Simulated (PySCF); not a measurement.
```xyz
7
charge 0 multiplicity 2, angstrom
I     0.0000    0.0000    0.0000
F     1.4953    0.0000    1.2373
F    -0.7476    1.2950    1.2373
F    -0.7476   -1.2950    1.2373
F     1.4953    0.0000   -1.2373
F    -0.7476    1.2950   -1.2373
F    -0.7476   -1.2950   -1.2373
```

All numbers come from UPBE0/[I def2-SVP with ECP28, F def2-SVP], scalar-relativistic core potentials, density fitting, no spin–orbit coupling, PySCF.

This geometry of IF6 is a stationary point at this level.

Task: What is the point group?

Result: D3h.

Task: Is it a minimum?

Result: No: it has 1 imaginary mode, at 151i cm⁻¹ (a1'').

Task: List the harmonic modes with their infrared intensities.

Result: 
```
symmetry  ω (cm⁻¹)  IR (km/mol, summed over degenerate members)
    a1''      151i                                            –
      e'       133                                         15.2
     e''       185                                          0.0
    a2''       259                                         14.5
      e'       281                                          4.7
     a1'       322                                          0.0
     e''       568                                          0.0
      e'       593                                          302
    a2''       602                                          188
     a1'       612                                          0.0
```

Task: What are the dipole moment and the gap between the highest occupied and lowest empty levels of either spin?

Result: 0.00 D and 2.70 eV.

Task: Give the atomic charges and bond orders.

Result: 
```tsv
atom	Mulliken	Löwdin	polar tensor	spin (Mulliken)	Mayer order to I1
I1	2.13	1.93	2.99	0.10	–
F2,3,4,5,6,7	-0.36	-0.32	-0.50	0.15	0.77
```

In D3h the vibrations span a1'' + 3e' + 2e'' + 2a2'' + 2a1'. The a1', a1'', e'' modes carry no infrared intensity, as symmetry demands.

Only a few start shapes were tried, so a lower isomer may exist. At this level a doublet minimum of Oh symmetry lies 129 kJ/mol below this structure. No spin–orbit coupling is included, which matters more the heavier the element.
